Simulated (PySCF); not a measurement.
BH3, charge +1, multiplicity 2. Atoms are numbered in the order given.

```xyz
4

B      0.0000     0.0000    -0.1173
H      0.0000    -0.7164     0.9381
H      0.0000     0.0000    -1.2899
H      0.0000     0.7164     0.9381
```
Charge +1, spin multiplicity 2.

The structure is a stationary point at r2SCAN-D4/def2-TZVPD. The spin state was assumed, not searched. The isomer is the one that the SMILES or the coordinates give; other isomers of the formula were not compared.

All values below come from PBE/def2-TZVPD (PySCF).

Mulliken values depend strongly on the basis, most of all with diffuse functions as here. Atomic charges (e):

```json
[
 {"atom": "B1", "Mulliken": "0.03", "meta-Löwdin": "(withheld)", "Mulliken spin": "0.52"},
 {"atom": "H2", "Mulliken": "0.36", "meta-Löwdin": "(withheld)", "Mulliken spin": "0.24"},
 {"atom": "H3", "Mulliken": "0.26", "meta-Löwdin": "(withheld)", "Mulliken spin": "-0.01"},
 {"atom": "H4", "Mulliken": "0.36", "meta-Löwdin": "(withheld)", "Mulliken spin": "0.24"}
]
```

**Question.** Some entries are withheld; supply them. (Estimate from the structure and the level; the computed values follow.)

**Answer.** 
- B1, meta-Löwdin: 0.30
- H2, meta-Löwdin: 0.27
- H3, meta-Löwdin: 0.16
- H4, meta-Löwdin: 0.27
